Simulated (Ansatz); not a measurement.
| atom | x (Å) | y (Å) | z (Å) |
| --- | --- | --- | --- |
| C | 0.0000 | -0.0273 | -1.1485 |
| S | 0.0000 | -0.0596 | 0.6634 |
| H | 0.0000 | -1.0768 | -1.4741 |
| H | -0.8999 | 0.4586 | -1.5509 |
| H | 0.8999 | 0.4586 | -1.5509 |
| H | 0.0000 | 1.2772 | 0.8519 |

Basis set: cc-pVDZ (spherical functions). Frozen core: 6 orbitals. Charge 0, multiplicity 1.

Computed with Ansatz (development build ahead of 0.2.0); each method stands on the lowest determinant of its kind that the runs found. Restricted open shells among the atoms or ions are ROHF, correlated in semicanonical orbitals with singles.

Give the atomization energy at this shape (free ground-state atoms in the same class of orbitals less the molecule, no zero-point energy) of singlet CH₄S by RHF-MP2, RHF.

```
 method  atomization energy
RHF-MP2       1825.3 kJ/mol
    RHF       1451.6 kJ/mol
```
